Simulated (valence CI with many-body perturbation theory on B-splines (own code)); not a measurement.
Energy levels of Ir⁶⁴⁺

Calculated by relativistic CI+MBPT: three valence electrons over a frozen Dirac-Fock core [Ne], radial functions for each j: 11 s, 11 p, 9 d, 7 f, 5 g, 2 h, 1 i, with the one-electron correlation potential Σ1 (screened to all orders), the two-electron term Σ2, the three-electron term Σ3, Breit, model QED; selected single and double excitations, second order for the rest (own B-spline code, finite nucleus).

The last digits are not significant, and no measured levels were compared; by estimate large intervals hold to a few tenths of a per cent, small ones and those within an open d or f shell to about a per cent.

Levels 1 to 45 of 68, with energies above the lowest level, (3s^2 3p1/2) J=1/2. "Leading %" is the weight of the configuration and term that name the level; weights of strongly mixed levels are sums over their largest components and can fall short. In the jj column 3d3/2^4 stands for four electrons in 3d with j = 3/2. Lifetimes count E1, E2, E3, M1 and M2 decay at the calculated energies, and are blank where another channel may lead or the interval is too uncertain; long ones can be off by a factor of two.

```
No.  Configuration  Term    J  E (Ry)  Leading %      g  Lifetime                Leading jj
  1          3s²3p   ²P°  1/2    0.00        100  0.645                  3s^2 3p1/2 (100 %)
  2          3s3p²    ⁴P  1/2   13.14         51  2.089   23.3 ps         3s 3p1/2^2 (99 %)
  3          3s²3p   ²P°  3/2   32.32         99  1.319   1.09 ns         3s^2 3p3/2 (99 %)
  4          3s3p²    ⁴P  3/2   43.09         88  1.622   49.5 ps     3s 3p1/2 3p3/2 (99 %)
  5          3s3p²    ²D  5/2   44.51         62  1.331   63.1 ps     3s 3p1/2 3p3/2 (98 %)
  6          3s3p²    ²D  3/2   46.10         48  0.969    945 fs     3s 3p1/2 3p3/2 (80 %)
  7          3s3p²    ²P  1/2   46.90         69  1.269    255 fs     3s 3p1/2 3p3/2 (99 %)
  8          3s²3d    ²D  3/2   50.44         79  0.828    194 fs         3s^2 3d3/2 (79 %)
  9          3s²3d    ²D  5/2   56.98         97  1.192   2.90 ps         3s^2 3d5/2 (97 %)
 10         3s3p3d   ⁴F°  3/2   58.90         28  0.984   2.58 ps     3s 3p1/2 3d3/2 (50 %)
 11         3s3p3d   ⁴F°  3/2   59.90         49  0.798   1.76 ps     3s 3p1/2 3d3/2 (62 %)
 12         3s3p3d   ⁴F°  5/2   60.79         42  1.016   32.7 ps     3s 3p1/2 3d3/2 (99 %)
 13         3s3p3d   ⁴D°  1/2   62.85         56  0.402    312 fs     3s 3p1/2 3d3/2 (99 %)
 14         3s3p3d   ⁴D°  3/2   63.43         31  1.276    208 fs     3s 3p1/2 3d3/2 (85 %)
 15         3s3p3d   ⁴P°  5/2   68.05         38  1.348   3.00 ps    3s 3p1/2 3d5/2 (100 %)
 16         3s3p3d   ⁴F°  7/2   69.17         41  1.234   3.87 ps     3s 3p1/2 3d5/2 (99 %)
 17         3s3p3d   ²F°  5/2   69.96         51  1.033   3.28 ps     3s 3p1/2 3d5/2 (98 %)
 18         3s3p3d   ²P°  3/2   70.31         37  1.109   1.30 ps     3s 3p1/2 3d5/2 (93 %)
 19          3p²3d    ²D  3/2   75.44         41  0.775   5.79 ps      3p1/2^2 3d3/2 (99 %)
 20          3s3p²    ⁴P  5/2   76.32         61  1.431   1.04 ps         3s 3p3/2^2 (99 %)
 21          3s3p²    ²S  1/2   79.22         68  1.929    356 fs         3s 3p3/2^2 (99 %)
 22          3s3p²    ²P  3/2   79.76         60  1.189    175 fs         3s 3p3/2^2 (99 %)
 23          3p²3d    ²D  5/2   83.88         34  1.189   2.64 ps      3p1/2^2 3d5/2 (98 %)
 24            3p³   ²D°  5/2   90.72         66  1.175    560 fs      3p1/2 3p3/2^2 (66 %)
 25            3p³   ⁴S°  3/2   91.13         49  1.422    228 fs      3p1/2 3p3/2^2 (92 %)
 26            3p³   ²P°  1/2   92.45         78  0.791    294 fs      3p1/2 3p3/2^2 (78 %)
 27         3s3p3d   ⁴D°  3/2   93.13         43  1.277    317 fs     3s 3p3/2 3d3/2 (96 %)
 28         3s3p3d   ⁴P°  1/2   93.28         76  2.068    419 fs     3s 3p3/2 3d3/2 (93 %)
 29         3s3p3d   ⁴D°  5/2   93.51         37  1.208    235 fs     3s 3p3/2 3d3/2 (77 %)
 30         3s3p3d   ⁴F°  7/2   93.68         42  1.220    441 fs     3s 3p3/2 3d3/2 (96 %)
 31         3s3p3d   ²D°  3/2   95.88         60  0.985    164 fs     3s 3p3/2 3d3/2 (90 %)
 32         3s3p3d   ²F°  5/2   96.83         65  0.964    142 fs     3s 3p3/2 3d3/2 (90 %)
 33         3s3p3d   ²P°  1/2   97.28         63  0.610    128 fs     3s 3p3/2 3d3/2 (85 %)
 34         3s3p3d   ⁴F°  9/2   98.80        100  1.319   2.61 ns    3s 3p3/2 3d5/2 (100 %)
 35         3s3p3d   ²D°  5/2  100.54         46  1.340   1.02 ps     3s 3p3/2 3d5/2 (98 %)
 36         3s3p3d   ²F°  7/2  101.19         54  1.245   1.57 ps     3s 3p3/2 3d5/2 (96 %)
 37         3s3p3d   ²D°  3/2  101.48         42  1.143   1.00 ps     3s 3p3/2 3d5/2 (92 %)
 38         3s3p3d   ²F°  7/2  102.71         71  1.195    297 fs     3s 3p3/2 3d5/2 (99 %)
 39         3s3p3d   ²P°  1/2  103.40         83  0.719   1.16 ps     3s 3p3/2 3d5/2 (94 %)
 40         3s3p3d   ²P°  3/2  104.25         75  1.298    250 fs     3s 3p3/2 3d5/2 (99 %)
 41         3s3p3d   ²D°  5/2  104.42         62  1.113    253 fs     3s 3p3/2 3d5/2 (95 %)
 42          3p²3d    ²F  5/2  105.70         48  0.942    653 fs  3p1/2 3p3/2 3d3/2 (91 %)
 43          3p²3d    ⁴F  3/2  106.32         41  0.898    378 fs  3p1/2 3p3/2 3d3/2 (98 %)
 44          3p²3d    ⁴D  1/2  106.54         81  0.169    343 fs  3p1/2 3p3/2 3d3/2 (99 %)
 45          3p²3d    ²G  7/2  106.90         53  1.015    433 fs  3p1/2 3p3/2 3d3/2 (96 %)
```

The ionisation energy to 3s² ¹S0 of the next ion comes out as 7422.5 eV (NIST: 7421 ± 24 eV (theoretical)). All 68 levels together are meant to be complete up to 122.71 Ry.
